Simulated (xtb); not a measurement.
C3H6BNO, SMILES C#CB(N)OC. All values are semi-empirical tight-binding results from xtb (GFN2-xTB unless named), good for trends rather than for accurate numbers. Geometry: GFN2-xTB. This is a generated structure with no PubChem entry under its InChIKey; it may be hypothetical. One conformer was computed; it need not be the lowest.

Computed properties:
The orbital gap comes out as 5.19 eV and the dipole moment is 0.35 D. The zero-point energy comes out as 56.2 kcal/mol and the G − E(el) at 298.15 K (modified RRHO) is 36.3 kcal/mol. The static polarisability (D4 model) is 59.7 bohr³. The solvation energy, GFN2-xTB/ALPB(water) is -3.9 kcal/mol and the solvation energy, GFN2-xTB/ALPB(ether) is -7.0 kcal/mol.

Question: Give the IR lines (harmonic; lines under 4 % of the strongest left out, lines within 3 cm⁻¹ merged). (The exact figures need the calculation; the answer reports its results.)

Answer: ν (cm⁻¹): 431 (m), 521 (w), 535 (m), 686 (w), 695 (w), 1077 (m), 1147 (w), 1260 (vs), 1336 (vs), 1514 (m), 2223 (w), 2936 (w), 2948 (w), 2961 (w) (against the strongest line: vs over 80 %, s over 45 %, m over 15 %, w over 4 %, vw less)
